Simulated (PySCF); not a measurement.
Ligands exchanged one at a time, Al H-SH. All species are isolated molecules in the gas phase. One relaxed conformer stands for each flexible species; it need not be the lowest. Strings in code marks are SMILES.

All values below come from PySCF 2.14.0 with PBE-D3(BJ)/def2-TZVP // PBE0-D3(BJ)/def2-TZVP. Excitations are Tamm–Dancoff values on a coarser integration grid. The basis has no diffuse functions, so Rydberg states are missing or too high.

```tsv
species	S1 oscillator strength	LUMO (eV)	HOMO–LUMO gap (eV)	T1 excitation (TDA) (eV)	S1–T1 gap (TDA) (eV)
0 of 3 H replaced by SH (`[AlH3]`)	–	-2.53	4.77	–	–
1 of 3 H replaced by SH (`[AlH2][SH]`)	[?]	[?]	4.54	4.19	0.95
2 of 3 H replaced by SH (`[SH][AlH][SH]` (H–S–Al–S torsion 0°, S–Al–S–H torsion 0°))	0.062	-1.78	4.74	4.49	0.73
3 of 3 H replaced by SH (`[SH][Al]([SH])[SH]`)	[?]	-1.48	5.04	[?]	0.19
```

Problem. What belongs in the gaps?

Solution. 
- 1 of 3 H replaced by SH (`[AlH2][SH]`), S1 oscillator strength: 0.077
- 1 of 3 H replaced by SH (`[AlH2][SH]`), LUMO (eV): -2.16
- 3 of 3 H replaced by SH (`[SH][Al]([SH])[SH]`), S1 oscillator strength: 0.000
- 3 of 3 H replaced by SH (`[SH][Al]([SH])[SH]`), T1 excitation (TDA) (eV): 4.89
